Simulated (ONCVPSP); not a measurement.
# u(r) = r·R(r): atom against pseudo-atom (rubidium)

Columns: radius, all-electron u(r) and pseudo u(r) of the 4s shell (level -31.97 eV) of rubidium in the configuration [Ar] 3d10 4s2 4p6 5s1; LDA (Perdew-Zunger), scalar-relativistic, ONCV scheme, ONCVPSP 4.0.1.

```csv
r (bohr),all-electron,pseudo
0.143,0.2762,0.1606
0.285,-0.3277,0.3139
0.428,-0.4590,0.4560
0.570,-0.1418,0.5796
0.713,0.2721,0.6820
0.855,0.6059,0.7587
0.998,0.8205,0.8090
1.140,0.9239,0.8319
1.283,0.9450,0.8293
1.425,0.9109,0.8041
1.568,0.8435,0.7598
1.710,0.7601,0.7017
1.853,0.6706,0.6342
1.995,0.5831,0.5627
2.138,0.5005,0.4905
2.280,0.4261,0.4219
2.423,0.3596,0.3583
2.565,0.3020,0.3017
2.708,0.2521,0.2520
2.850,0.2098,0.2098
2.992,0.1740,0.1740
3.135,0.1437,0.1437
3.278,0.1184,0.1184
3.420,0.0974,0.0974
3.563,0.0800,0.0800
3.705,0.0656,0.0656
```

(1) How many radial nodes do the two functions have?

(2) At about which radius was the pseudo-wave matched?

(3) Is the pseudo-wave norm-conserving?

Results:

(1) The all-electron 4s function has n − l − 1 = 3 (the table is too coarse to show those close to the nucleus); the pseudo-wave has 0, since the states of the same l below it are removed with the core.

(2) 2.85 bohr. The columns agree to 0.0005 from 2.56 bohr on; several derivatives are matched, so the curves merge somewhat inside the radius.

(3) Yes: the ONCV scheme keeps the norm inside the radius equal to the all-electron one, which fixes the energy derivative of the logarithmic derivative at the level.
